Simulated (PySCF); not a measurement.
Fractional electron number in Ti²⁺ (titanium, charge +2)

The 3d alpha orbital of [Ar] 3d2 is emptied in steps (occupation f), with all orbitals relaxed, ending at [Ar] 3d1. All numbers are calculated (PySCF 2.14, no relativity, point nucleus, in aug-cc-pVDZ). The exact energy is a straight line in f; departures are measured from the line between the end points of the same method.

| f | PBE0 (eV) | r2SCAN (eV) | LC-wPBE (eV) |
| --- | --- | --- | --- |
| 1 | 0.000 | 0.000 | 0.000 |
| 0.9 | -0.490 | -0.642 | -0.240 |
| 0.7 | -1.155 | -1.513 | -0.572 |
| 0.5 | -1.388 | -1.817 | -0.696 |
| 0.3 | -1.176 | -1.537 | -0.597 |
| 0.1 | -0.508 | -0.663 | -0.261 |
| 0 | 0.000 | 0.000 | 0.000 |

| method | E(f=0) − E(f=1) (eV) | −ε at f=1 (eV) | −ε at f=0.5 (eV) |
| --- | --- | --- | --- |
| PBE0 | 28.440 | 23.018 | 28.378 |
| r2SCAN | 28.500 | 21.401 | 28.426 |
| LC-wPBE | 28.552 | 25.918 | 28.479 |

Orbital energy along the path (eV):

```json
{"f": "1", "PBE0": "-23.018", "r2SCAN": "-21.401", "LC-wPBE": "-25.918"}
{"f": "0.9", "PBE0": "-24.056", "r2SCAN": "-22.759", "LC-wPBE": "-26.393"}
{"f": "0.7", "PBE0": "-26.184", "r2SCAN": "-25.548", "LC-wPBE": "-27.400"}
{"f": "0.5", "PBE0": "-28.378", "r2SCAN": "-28.426", "LC-wPBE": "-28.479"}
{"f": "0.3", "PBE0": "-30.632", "r2SCAN": "-31.377", "LC-wPBE": "-29.628"}
{"f": "0.1", "PBE0": "-32.936", "r2SCAN": "-34.373", "LC-wPBE": "-30.844"}
{"f": "0", "PBE0": "-34.100", "r2SCAN": "-35.877", "LC-wPBE": "-31.474"}
```

Reference removal energy between the ground levels: 27.492 eV (measured; NIST Atomic Spectra Database, ionization energies). The calculation has no spin-orbit coupling.
